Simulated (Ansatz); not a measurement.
CH4BO2, SMILES `CO[B]O` radical, relaxed with UKS PBE0-D4/def2-TZVP in the Gaussian-basis code of Ansatz from a GFN2-xTB geometry. The force threshold is 0.005 eV/Å; the program also tests the step.

The species carries charge 0 and has multiplicity 2.

Start:

```xyz
8

C    -1.074    0.570   -0.336
O     0.060   -0.232   -0.158
B     1.050   -0.065    0.760
O     2.064   -0.943    0.781
H    -1.073    1.432    0.338
H    -1.968   -0.030   -0.146
H    -1.097    0.923   -1.371
H     2.037   -1.656    0.131
```

```csv
step,energy (eV),largest force (eV/Å),largest move (Å)
1,-5868.6925,0.926,0.000
2,-5868.7221,0.491,0.037
3,-5868.7368,0.146,0.054
4,-5868.7374,0.027,0.006
5,-5868.7375,0.007,0.009
6,-5868.7376,0.001,0.004
```

End:

```xyz
8

C    -1.081    0.571   -0.336
O     0.034   -0.294   -0.215
B     1.017   -0.091    0.680
O     2.081   -0.903    0.808
H    -1.018    1.400    0.371
H    -1.992    0.001   -0.147
H    -1.113    0.963   -1.354
H     2.071   -1.648    0.193
```

It took 26 s on 2 threads of an AMD EPYC 7R13 on a shared host, with 0.36 GiB of host memory at the peak.
